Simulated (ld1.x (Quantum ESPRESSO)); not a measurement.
**Ranking TM potentials for Al (Z = 13)**

All share these settings but for the change named:

Al (Z = 13), norm-conserving Troullier–Martins (Kleinman–Bylander form), made with ld1.x (Quantum ESPRESSO) 7.5 (PBE, scalar-relativistic). Core [Ne], reference 3s2 3p1. Waves: 3p (bound): rc 2.95 bohr; 3d channel at 0.1 Ry: rc 3.05 bohr; 3s (bound): rc 1.50 bohr. Local part: the s channel. Core correction: none.

Test errors are all-electron minus pseudo excitation energies from the reference, over 3s2 3p0; 3s1 3p0; 3s2 3p0.5; 3s2 3p1.3; 3s0 3p3; 3s1 3p2; 3s1 3p1. None of these files shows a bound ghost.

The base gives 50.0 meV.

Of 10 variants that were run, those that failed, showed a ghost or another fault, or gave nearly equal values are left out.

A variant can come out equal or close to the base, since the largest error may sit in a test that the change hardly touches while other tests move.

(1) Rank these variants by their largest absolute test error, smallest first.
A. core correction a·sin(br)/r model core inside 0.60 bohr
B. all radii scaled by about 0.94 (s 1.42, p 2.78, d 2.88 bohr)
C. local potential all-electron potential smoothed inside 2.55 bohr (lloc = -1)
D. wave 3p (bound): rc 2.95 bohr becomes 3p (bound): rc 3.40 bohr
E. wave 3s (bound): rc 1.50 bohr becomes 3s (bound): rc 1.84 bohr

## Answers

(1) A (11.2 meV), E (33.1 meV), C (47.5 meV), D (54.8 meV), B (62.5 meV).
